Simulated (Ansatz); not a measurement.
A search over several starts for the lowest SCF solution of RuO2 at the given spin, in a small basis.

```yaml
crystal:
  periodic: [false, false, false]
  atoms:
    - {symbol: Ru, position_ang: [0.013916, 0.135537, -0.202281]}
    - {symbol: O, position_ang: [-1.598902, -0.304544, -0.167037]}
    - {symbol: O, position_ang: [1.584986, 0.169006, 0.369308]}
basis:
  gaussian: {orbitals: def2-SVP}
magnetization: {spin_polarized: true, initial_magnetization: 0}
hamiltonian: {xc: pbe0, dispersion: d4}
output: {orbitals: {seedname: orbitals}}
```

```sh
$ ansatz run in.yaml --threads 4 --pin off --events-out ev --progress --plain --max-ram 3916MiB
```

Shortened log:

```
Functional definition: PBE0
590 factors; integrals over basis functions are off by at most 1.1e-3 eV
mean field evaluation 1: about -6659.9295 eV, gradient 4.1e1 eV
mean field evaluation 2: about -6576.0951 eV, gradient 1.4e2 eV
mean field evaluation 4: about -6665.7771 eV, gradient 5.8e0 eV
mean field evaluation 8: about -6666.0537 eV, gradient 3.1e-1 eV
mean field evaluation 16: about -6666.0540 eV, gradient 2.0e-4 eV
mean field evaluation 32: about -6666.0735 eV, gradient 4.5e-5 eV
mean field evaluation 64: about -6666.0540 eV, gradient 1.1e-3 eV
mean field -6666.07350927 eV, -244.9736830389 hartree, gradient 3.4e-6 eV, S^2 0.261798; 8 other end points of the search recorded, 0 dependent functions left out
reference -6666.07354498 eV, -244.9736843512 hartree; 16, 16 occupied and 43, 43 virtual orbitals, 590 factors
Total energy: -6666.11746666 eV, -244.9752984431 hartree
```

Hardware: 4 threads of Arm Neoverse V2 on a shared host. Wall time 4.3 s.

Other converged states that the search met: 0.02 eV higher (⟨S²⟩ = 0.00).

In the def2 sets Ru takes a core potential; there is no spin–orbit coupling. The unrestricted singlet has broken spin symmetry (⟨S²⟩ up to 0.26). The structure comes from a short search, and lower isomers may exist.
